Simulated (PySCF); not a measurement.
C2H8Zr, SMILES [CH3][ZrH2][CH3], multiplicity 1.

Geometry: PBE-D3(BJ)/def2-SVP. The spin state was assumed, not searched. The def2 effective core potentials stand for the cores of Zr; spin–orbit coupling is left out.

The numbers are results of PBE-D3(BJ)/def2-SVP (PySCF), not measurements.

Frequencies are harmonic and unscaled.

```
mode  ν (cm⁻¹)  IR (km/mol)  moving atoms (share of kinetic energy)
----  --------  -----------  --------------------------------------
1          111          0.0                                  H 93 %
2          112          0.0                                  H 99 %
3          126          0.3                 C 47 %, H 40 %, Zr 13 %
4          215          4.9                                  H 99 %
5          260          0.0                                  H 94 %
6          285          1.4                           H 91 %, C 9 %
7          417          0.7                          H 61 %, C 39 %
8          459          0.2                          H 55 %, C 40 %
9          461         40.9                          H 75 %, C 20 %
10         530         19.0                  C 49 %, H 41 %, Zr 9 %
11         540          0.0                          H 89 %, C 11 %
12         562        240.7                 H 62 %, C 23 %, Zr 15 %
13         609        140.4                                  H 93 %
14        1088         26.5                          H 75 %, C 25 %
15        1089          4.0                          H 76 %, C 24 %
16        1331          1.7                                  H 94 %
17        1335         17.9                                  H 94 %
18        1335         12.4                                  H 95 %
19        1335          0.0                                  H 94 %
20        1603        486.3                                  H 98 %
21        1629        274.1                                  H 99 %
22        2916          0.8                                  H 97 %
23        2917          2.1                                  H 97 %
24        3012          0.0                           H 91 %, C 9 %
25        3013          4.9                           H 91 %, C 9 %
26        3046          0.8                           H 91 %, C 9 %
27        3049          3.1                           H 91 %, C 9 %
```
